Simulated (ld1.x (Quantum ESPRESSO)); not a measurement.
# tantalum: variants of one PAW potential

Base potential:

Ta (Z = 73), PAW, made with ld1.x (Quantum ESPRESSO) 7.5 (PBE, fully relativistic). Core [Kr] 4d10 4f14, reference 5s2 5p6 5d3 6s0 6p0 (charge +2). Waves: 5s (bound): rcut 1.40, rcutus 1.60 bohr; 6s (bound, empty): rcut 1.40, rcutus 1.60 bohr; 5p (bound): rcut 1.70, rcutus 2.05 bohr; 6p (bound, empty): rcut 1.70, rcutus 2.05 bohr; 5d (bound): rcut 2.50, rcutus 3.10 bohr; 5d channel at 3.5 Ry: rcut 2.50, rcutus 3.10 bohr. Local part: all-electron potential smoothed inside 1.65 bohr (lloc = -2). Core correction: Bessel-smoothed model core, default radius (core density twice the valence density). Augmentation charge: PSQ, inside the norm-conserving radii.

Open shells are filled in proportion to 2j + 1 (rel_dist='average').

All-electron outer shells of the reference configuration (PBE, scalar-relativistic, ld1.x):

```csv
shell,level (eV),outermost node (bohr),outermost maximum (bohr)
5s,-88.55,0.54,0.98
5p,-54.95,0.58,1.13
4f,-40.27,–,0.44
6s,-18.43,1.31,2.58
5d,-18.31,0.65,1.54
6p,-12.54,1.56,3.23
```

Cutoffs, loose and tight: the cutoffs (Ry, on a coarse ladder) from which the occupation-weighted sum of valence levels, in a spherical-Bessel basis at the reference potential, stays within 10 and 1 mRy of its value at 400 Ry. They do not see the model core or the augmentation charge, which bear on the density cutoff. Test errors are all-electron minus pseudo excitation energies from the reference, over the configurations 5s2 5p6 5d3 6s2 6p0; 5s2 5p6 5d3 6s1 6p0; 5s2 5p6 5d2 6s0 6p0; 5s2 5p6 5d3.5 6s1.5 6p0; 5s2 5p6 5d3 6s1 6p1; 5s2 5p6 5d2 6s2 6p0; 5s2 5p6 5d2 6s2 6p1. A dash means not determined; rows that change the core or the reference have their own tests.

Cutoffs are not given where the Bessel-basis levels miss the radial ones by over 6 mRy, ghosts where they miss by over 20 mRy; a channel whose overlap is not positive is not tested.

```tsv
change	outcome	cutoff, loose	cutoff, tight	bound ghosts	largest test error (meV)
base	generated	–	–	not determined	-25
all radii but the core radius scaled by about 1.22 (s 1.96, p 2.50, d 3.80 bohr, rcut 1.72/2.08/3.06); local potential all-electron potential smoothed inside 2.02 bohr (lloc = -2)	failed: new_paw_hamiltonian: negative rho	–	–	–	–
functional PBEsol	generated	–	–	not determined	-25
waves 5d (bound): rcut 2.50, rcutus 2.94 bohr; 5d channel at 3.5 Ry: rcut 2.50, rcutus 2.94 bohr	generated	–	–	not determined	-20
wave 5d channel at 3.5 Ry: rcut 2.50, rcutus 3.10 bohr becomes 5d channel at -1.18 Ry: rcut 2.50, rcutus 3.10 bohr	generated	–	–	not determined	-25
local potential all-electron potential smoothed inside 1.46 bohr (lloc = -2)	generated	–	–	not determined	-20
```

**Question.** What comes out with this change to the base: reference 5s2 5p6 5d3 6s2 6p0?

**Answer.** outcome: generated; bound ghosts: not determined; largest test error (meV): -78.

**Question.** What comes out with this change to the base: type ultrasoft; local potential all-electron potential smoothed inside 2.80 bohr (lloc = -2)?

**Answer.** outcome: generated; cutoff, loose: 21 Ry; cutoff, tight: 40 Ry; bound ghosts: none; largest test error (meV): test run stopped at test 1 of 7 (negative rho).

**Question.** What comes out with this change to the base: core [Kr] 4d10, valence charge 27; reference 4f14 5s2 5p6 5d3 6s2 6p0; waves now 5s (bound): rcut 2.05, rcutus 2.15 bohr; 6s (bound): rcut 2.05, rcutus 2.15 bohr; 5p (bound): rcut 2.10, rcutus 2.25 bohr; 6p (bound): rcut 2.10, rcutus 2.25 bohr; 5d (bound): rcut 1.35, rcutus 1.90 bohr; 5d channel at 3.5 Ry: rcut 1.35, rcutus 1.90 bohr; 4f (bound): rcut 0.90, rcutus 1.00 bohr; 4f channel at -0.4 Ry: rcut 0.90, rcutus 1.00 bohr; local potential all-electron potential smoothed inside 2.20 bohr (lloc = -1); core correction a·sin(br)/r model core inside 0.75 bohr?

**Answer.** outcome: generated; bound ghosts: not determined; largest test error (meV): +36 over the solved tests; test run stopped at test 7 of 7 (negative rho), 1 before it not solved.
